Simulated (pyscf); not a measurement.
Thermochemistry of product channels of `[F][Mg][F]` + `[CH3][Al]([CH3])[Cl]` on the singlet surface, in eV, from CCSD(T)/def2-TZVPP + ΔMP2(QZVPP) energies (ideal gas, 1 atm, RRHO with modes under 100 cm⁻¹ raised to 100, one conformer, R ln 2 for chiral ones without a mode under 150 cm⁻¹). Optimised with ωB97X-D3(BJ)/def2-SVP in PySCF. Correlated levels are frozen-core, on RHF or UHF. ΔMP2 is the change of the MP2 total energy from the triple- to the quadruple-zeta basis.

```
products                                  ΔE  ΔH(298 K)  ΔG(600 K)  ΔG(900 K)
-------------------------------------  -----  ---------  ---------  ---------
`[CH3][Mg][F]` + `[CH3][Al]([F])[Cl]`  -0.03      -0.04      -0.11      -0.14
`[F][Mg][Cl]` + `[CH3][Al]([CH3])[F]`    [?]      -0.42      -0.46        [?]
```

Problem. Complete the blanks.

Solution. 
- `[F][Mg][Cl]` + `[CH3][Al]([CH3])[F]`, ΔE: -0.43
- `[F][Mg][Cl]` + `[CH3][Al]([CH3])[F]`, ΔG(900 K): -0.48

These are energies of the channels, which say nothing of barriers. The CCSD(T) − MP2 part came from Ansatz, without density fitting, on the same reference. The frozen core leaves the outer d or s,p core shells of the metals and heavy elements correlated in the MP2 and CC values, and def2-TZVPP describes them poorly, which can shift differences by a few kcal/mol.
